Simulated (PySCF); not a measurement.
Delta-SCF ions had no search for a lower state. Excitations are Tamm–Dancoff values on a coarser integration grid. The basis has no diffuse functions, so Rydberg states are missing or too high.

## [Ga(H)3(NH3)] (charge 0, multiplicity 1)

The numbers are results of PBE0-D3(BJ)/def2-TZVP // PBE0-D3(BJ)/def2-SVP in PySCF, not measurements.

| Quantity | Value |
|---|---|
| HOMO | -7.47 eV |
| dipole moment | 5.12 D |
| HOMO–LUMO gap | 7.20 eV |
| LUMO | -0.27 eV |
| S1 excitation (TDA) | 6.04 eV |
| S1 oscillator strength | 0.006 |
| T1 excitation (TDA) | 5.79 eV |
| S1–T1 gap (TDA) | 0.25 eV |
| vertical ionisation energy (Delta-SCF) | 9.83 eV |
| charge on the central atom (Mulliken) | 0.10 e |
| charge on the central atom (meta-Löwdin) | 0.01 e |
| total energy | -1982.9147 Ha |
| cost | about 50 core-seconds (a rough figure) |

Bonds (Å): Ga1–H2 1.583, Ga1–H3 1.583, Ga1–H4 1.583, Ga1–N5 2.151, N5–H6 1.020, N5–H7 1.020, N5–H8 1.020. Bond angles (°): H2–Ga1–H3 117.9, H2–Ga1–H4 117.9, H2–Ga1–N5 98.4, H3–Ga1–H4 117.9, H3–Ga1–N5 98.4, H4–Ga1–N5 98.4, Ga1–N5–H6 111.1, Ga1–N5–H7 111.1, Ga1–N5–H8 111.1, H6–N5–H7 107.8, H6–N5–H8 107.8, H7–N5–H8 107.8.
Charge 0, spin multiplicity 1.
